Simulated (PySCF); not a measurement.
(FGaTe)3 ring, F₃Ga₃Te₃.
Bonds: Ga1–F2, Ga1–Te3, Ga1–Te9, Te3–Ga4, Ga4–F5, Ga4–Te6, Te6–Ga7, Ga7–F8, Ga7–Te9.

A GFN2-xTB structure with every atom displaced at random (by about 0.03 Å) was refined with PBE0-D3(BJ)/def2-SVP geometry optimisation, gas phase, def2 core potentials past Kr (PySCF). Values at the start:

```json
{"coordinate": "Ga1–F2", "start": "1.855 Å"}
{"coordinate": "Ga1–Te3", "start": "2.566 Å"}
{"coordinate": "Te3–Ga4", "start": "2.676 Å"}
{"coordinate": "Ga1–Te3–Ga4", "start": "96.0°"}
{"coordinate": "F2–Ga1–Te3", "start": "104.2°"}
{"coordinate": "Te3–Ga1–Te9", "start": "145.7°"}
{"coordinate": "F2–Ga1–Te9–Ga7", "start": "-162°"}
{"coordinate": "Te3–Ga4–Te6–Ga7", "start": "-30°"}
{"coordinate": "Ga4–Te6–Ga7–F8", "start": "-106°"}
{"coordinate": "Te6–Ga7–Te9–Ga1", "start": "-69°"}
```

Problem. How do these coordinates change at the PBE0-D3(BJ)/def2-SVP level?

Solution. 
| coordinate | PBE0-D3(BJ)/def2-SVP (Å or °) | change |
| --- | --- | --- |
| Te3–Ga4 | 2.512 | -0.164 |
| Ga1–F2 | 1.758 | -0.097 |
| Ga1–Te3 | 2.512 | -0.054 |
| F2–Ga1–Te3 | 109.5 | +5.3 |
| Te3–Ga1–Te9 | 140.7 | -5.0 |
| Ga1–Te3–Ga4 | 99.3 | +3.3 |
| Ga4–Te6–Ga7–F8 | -179 | -73 |
| Te6–Ga7–Te9–Ga1 | -3 | +66 |
| Te3–Ga4–Te6–Ga7 | 0 | +30 |
| F2–Ga1–Te9–Ga7 | -176 | -14 |

The energy falls by 53.3 kJ/mol over 18 energy and gradient evaluations, the largest force component goes from 0.0433 to 2.8e-04 Eh/bohr, and the atoms move by 0.713 Å rms after alignment. The bond that changes most is Te3–Ga4 (ends: tellurium bonded to 2 Ga; gallium bonded to F and 2 Te), which shortens by 0.164 Å. Bonds longer at the end by more than 0.005 Å: 2 of 9; shorter: 6. Among the dihedrals that turn most is Ga4–Te6–Ga7–F8, from -106° to -179°. Rotational constants go from 218.8, 196.3, 110.2 to 209.9, 209.7, 104.9 MHz.

The run used 216 basis functions and 134 SCF cycles in all. On Intel Xeon 6975P-C, 2 threads, shared host with 192 logical CPUs at a one-minute load of 43, this took 6.6 min wall, 15 min CPU and 2.1 GiB of memory at its peak.

Whether it is a minimum is left open (no frequencies). One conformer, not necessarily the lowest.
